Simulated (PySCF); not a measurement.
The complex [TcCl6]2- (charge -2) contains Tc(IV), shell d3. The structure is a PBE0-D3(BJ)/def2-SVP, IEF-PCM water geometry optimised for multiplicity 4; coordination octahedral, point group Oh, metal–donor distances 2.37 Å.

The d shell alone is too small an active space for [TcCl6]2- (an active orbital has only 0.58 squared overlap with the free ion's shell): its levels, fitted parameters, g values and moments show what this model gives and aren't sound predictions.

Method (PySCF 2.14, density fitting): CASSCF(3,5) with orbitals averaged over all microstates of the shell, strongly contracted NEVPT2 on the averaged canonical orbitals; basis x2c-TZVPall on the metal, x2c-SVPall elsewhere; spin-free X2C; IEF-PCM water; spin-orbit coupling by state interaction with the mean-field operator over all roots.

CASSCF energies above the lowest CASSCF root:

```tsv
state	CASSCF / cm⁻¹
4A2g	0
2Eg	13498
2T1g	14110
2T2g	21529
4T2g	24871
4T1g	31612
2A1g	35295
2T2g	35903
2T1g	37421
2Eg	39214
2T1g	41009
2T2g	45982
2A2g	47858
4T1g	52840
2Eg	57784
2T1g	61311
2T2g	62024
2T1g	66616
2T2g	78678
2Eg	90699
```

Q: How does dynamic correlation (SC-NEVPT2) move these states?

A: 
```json
{"state": "4A2g", "NEVPT2 / cm⁻¹": "0", "shift / cm⁻¹": "0"}
{"state": "2Eg", "NEVPT2 / cm⁻¹": "12170", "shift / cm⁻¹": "-1328"}
{"state": "2T1g", "NEVPT2 / cm⁻¹": "12590", "shift / cm⁻¹": "-1520"}
{"state": "2T2g", "NEVPT2 / cm⁻¹": "19344", "shift / cm⁻¹": "-2184"}
{"state": "4T2g", "NEVPT2 / cm⁻¹": "29151", "shift / cm⁻¹": "+4280"}
{"state": "4T1g", "NEVPT2 / cm⁻¹": "34164", "shift / cm⁻¹": "+2552"}
{"state": "2A1g", "NEVPT2 / cm⁻¹": "38486", "shift / cm⁻¹": "+3191"}
{"state": "2T2g", "NEVPT2 / cm⁻¹": "38446", "shift / cm⁻¹": "+2542"}
{"state": "2T1g", "NEVPT2 / cm⁻¹": "39915", "shift / cm⁻¹": "+2494"}
{"state": "2Eg", "NEVPT2 / cm⁻¹": "41381", "shift / cm⁻¹": "+2167"}
{"state": "2T1g", "NEVPT2 / cm⁻¹": "42349", "shift / cm⁻¹": "+1339"}
{"state": "2T2g", "NEVPT2 / cm⁻¹": "45596", "shift / cm⁻¹": "-387"}
{"state": "2A2g", "NEVPT2 / cm⁻¹": "47338", "shift / cm⁻¹": "-520"}
{"state": "4T1g", "NEVPT2 / cm⁻¹": "58690", "shift / cm⁻¹": "+5851"}
{"state": "2Eg", "NEVPT2 / cm⁻¹": "55585", "shift / cm⁻¹": "-2199"}
{"state": "2T1g", "NEVPT2 / cm⁻¹": "66189", "shift / cm⁻¹": "+4878"}
{"state": "2T2g", "NEVPT2 / cm⁻¹": "66025", "shift / cm⁻¹": "+4001"}
{"state": "2T1g", "NEVPT2 / cm⁻¹": "69037", "shift / cm⁻¹": "+2421"}
{"state": "2T2g", "NEVPT2 / cm⁻¹": "77171", "shift / cm⁻¹": "-1507"}
{"state": "2Eg", "NEVPT2 / cm⁻¹": "94094", "shift / cm⁻¹": "+3395"}
```

No frequencies were computed for the optimised geometry. Charge-transfer states lie outside this active space and may come lower than some of these levels. NEVPT2 lifts 4T2g from 24871 to 29151 cm⁻¹; on the d shell alone it tends to overshoot states that fill the eg-type orbitals. NEVPT2 on the d shell alone tends to put d–d bands too high for such charged or covalently bound ions.
